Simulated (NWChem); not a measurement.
Species: AlH₂Br; SMILES [Br][AlH2]

Program: NWChem. Pople sets run with spherical d functions. Medium grid unless said otherwise, to which SCAN and Minnesota functionals are sensitive. Geometry: optimised at PBE0/def2-SVP. B3LYP is NWChem's, with the RPA form of VWN correlation. Total energies of different functionals are on different scales.

```json
[
 {"level": "B3LYP/6-31G*", "energy (Ha)": "-2817.5592", "highest occupied level (eV)": "-7.95", "orbital gap (eV)": "6.00", "dipole (D)": "1.45"},
 {"level": "PBE/6-31G*", "energy (Ha)": "-2816.9735", "highest occupied level (eV)": "-6.96", "orbital gap (eV)": "4.45", "dipole (D)": "1.32"},
 {"level": "PBE0/6-31G*", "energy (Ha)": "-2817.0918", "highest occupied level (eV)": "-8.22", "orbital gap (eV)": "6.44", "dipole (D)": "1.50"},
 {"level": "revPBE/6-31G*", "energy (Ha)": "-2817.2319", "highest occupied level (eV)": "-6.93", "orbital gap (eV)": "4.51", "dipole (D)": "1.31"},
 {"level": "KT2/6-31G*", "energy (Ha)": "-2829.5068", "highest occupied level (eV)": "-7.02", "orbital gap (eV)": "4.44", "dipole (D)": "1.33"},
 {"level": "MN15-L/6-31G*", "energy (Ha)": "-2817.5056", "highest occupied level (eV)": "-7.53", "orbital gap (eV)": "5.12", "dipole (D)": "1.28"},
 {"level": "LRC-wPBEh/6-31G*", "energy (Ha)": "-2817.0940", "highest occupied level (eV)": "-10.07", "orbital gap (eV)": "9.87", "dipole (D)": "1.56"},
 {"level": "TPSSh/6-31G*", "energy (Ha)": "-2817.4425", "highest occupied level (eV)": "-7.62", "orbital gap (eV)": "5.55", "dipole (D)": "1.43"}
]
```
